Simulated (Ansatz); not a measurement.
`C[O][GeH]([Cl])[SeH]` and `[CH3][GeH]([Cl])[SeH]` differ in one atom or group.

Ansatz, PBE0-D4/def2-TZVP geometries, multiplicity 1. Each molecule was computed in one conformer, which needn't be the lowest.

Scalar relativity is left out up to krypton.

| property | `C[O][GeH]([Cl])[SeH]` |
| --- | --- |
| LUMO energy (B3LYP/def2-TZVPP) / eV | -1.28 |
| LUMO energy (PBE0/def2-TZVPP) / eV | -1.00 |
| size of the dipole moment (PBE/def2-TZVPP) / D | 0.94 |
| HOMO–LUMO gap (ωB97M-V/def2-TZVPP) / eV | 10.62 |
| HOMO–LUMO gap (PBE/def2-TZVPP) / eV | 4.39 |
| HOMO energy (PBE/def2-TZVPP) / eV | -6.29 |

(1) Give the same properties after the change, and the shifts. (Best estimate.)

Answers

(1) Computed: 
| property | `[CH3][GeH]([Cl])[SeH]` | shift |
| --- | --- | --- |
| LUMO energy (B3LYP/def2-TZVPP) / eV | -0.83 | 0.45 |
| LUMO energy (PBE0/def2-TZVPP) / eV | -0.55 | 0.45 |
| size of the dipole moment (PBE/def2-TZVPP) / D | 2.30 | 1.36 |
| HOMO–LUMO gap (ωB97M-V/def2-TZVPP) / eV | 10.76 | 0.14 |
| HOMO–LUMO gap (PBE/def2-TZVPP) / eV | 4.61 | 0.22 |
| HOMO energy (PBE/def2-TZVPP) / eV | -6.07 | 0.22 |

With PBE0 the HOMO rises by 0.26 eV and the LUMO rises by 0.45 eV, so the gap widens by about 0.19 eV. PBE moves the HOMO by 0.22 eV and ωB97M-V by 0.29 eV. Dipoles are sizes alone; their direction can turn.

B3LYP here is the variant with VWN-RPA as its local correlation; programs differ in this.

Spin–orbit coupling is left out; it splits and shifts lone-pair levels of the heavy atoms by tenths of an eV.
